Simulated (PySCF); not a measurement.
## Electron correlation in V⁺ (vanadium, charge +1)

[Ar] 3d3 4p1, one real determinant (an excited configuration). All numbers are calculated (PySCF 2.14, no relativity, point nucleus, in def2-QZVPPD (11s6p5d3f2g, 93 functions)). Frozen: [Ne]; 12 electrons correlated.

| level | correlation energy (mhartree) |
| --- | --- |
| CCSD | -334.01 |
| (T) | -8.04 |
| CCSD(T) | -342.05 |

Diagnostics: T1 = 0.011, D1 = 0.0428, largest double amplitude 0.025.

Q: Is a single reference adequate?

A: Yes: T1 lies below 0.03 and no double amplitude reaches 0.07.

The reference is one real determinant that mixes LS terms of this configuration.

This basis was not built for core-valence correlation, so the inner-shell part is incomplete.
